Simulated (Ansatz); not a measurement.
Consider the formal exchange of groups at a B–B bond: `CBB(C)F` + `C#CNC` → `C#CB(C)F` + `CBNC`.

Gas-phase electronic energies from Ansatz, PBE0-D4/def2-TZVP geometries. CCSD(T)/CBS is the MP2 limit (def2-TZVPP, def2-QZVPP) plus CCSD(T) − MP2 in def2-TZVPP, frozen cores. Functionals use def2-TZVPP. One conformer a species, not always the lowest.

```tsv
level	ΔE (eV)
ωB97X-V	-2.71
MP2/def2-QZVPP	-2.94
```

**Question.** What does CCSD(T)/CBS give? (Estimate.)

**Answer.** The calculation gave: -2.88 eV. The listed levels differ from it by 0.17, -0.06 eV.

Largest T1 diagnostic among the species: 0.013.

In def2-TZVPP, CCSD(T) changes the Hartree–Fock value by −0.12 eV (the triples alone add −0.03 eV) and MP2 by −0.18 eV.
